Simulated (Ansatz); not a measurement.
Reaction (ligand exchange at the Si–N bond): `C=CN([SiH3])[SiH2]Cl` + `S[SiH](Cl)Cl` → `Cl[SiH2]S[SiH](Cl)Cl` + `C=CN[SiH3]`

Isolated molecules relaxed with PBE0-D4/def2-TZVP in Ansatz; ΔE leaves out vibrations. CCSD(T)/CBS is the MP2 limit (def2-TZVPP, def2-QZVPP) plus CCSD(T) − MP2 in def2-TZVPP, frozen cores. This one scheme is used for every species. DFT in def2-TZVPP. One conformer a species, not always the lowest.

(1) Is it downhill or uphill in electronic energy at CCSD(T)/CBS, and by how much? (Best estimate.)

(2) What do these levels give: PBE-D4, PBE, r2SCAN, HF/def2-TZVPP, MP2/def2-TZVPP, CCSD(T)/def2-TZVPP? (Estimate.)

Largest T1 diagnostic among the species: 0.012.

Results:

(1) Ansatz gave: Downhill: ΔE = -2.1 kcal/mol.

(2) Computed: PBE-D4 -5.3, PBE -5.6, r2SCAN -4.0, HF/def2-TZVPP -2.6, MP2/def2-TZVPP -1.7, CCSD(T)/def2-TZVPP -1.0 kcal/mol.

From PBE to PBE0 (25 % exact exchange), in def2-TZVPP and without D4, ΔE moves by +0.8 kcal/mol. In def2-TZVPP, CCSD(T) changes the Hartree–Fock value by +1.6 kcal/mol (the triples alone add −0.1 kcal/mol) and MP2 by +0.9 kcal/mol.
